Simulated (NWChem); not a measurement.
# Si₂H₆O₃; SMILES O[SiH](O[SiH3])O

```xyz
11

Si    -0.0082    -0.9366    -0.3742
O     -1.5024    -1.3125     0.2073
O      1.0953    -1.9595     0.3083
O      0.4615     0.6001     0.0201
Si    -0.0137     2.1902     0.0660
H     -0.0987    -1.0552    -1.8439
H     -1.5501    -1.5662     1.1342
H      1.9616    -1.5829     0.4880
H      1.2074     3.0370     0.1796
H     -0.8923     2.4357     1.2480
H     -0.7560     2.5565    -1.1775
```
Atoms are numbered in this order, from 1.

Computed with NWChem. Coordinates come from a PBE0/def2-SVP optimisation. Level M06-L/def2-SVP: energy and gradient on several grids; changes count from the extra-fine grid, which is no exact limit either.

| grid | size of the energy change (μHa) | largest change of a gradient component (μHa/bohr) | time, medium = 1 (rough) |
|---|---|---|---|
| xcoarse | 50000 | 8000 | about 1 |
| coarse | 1000 | 600 | about 1 |
| medium | 200 | 700 | about 1 |
| fine | 30 | 70 | about 1 |
| xfine | < 10 | < 30 | 3 |
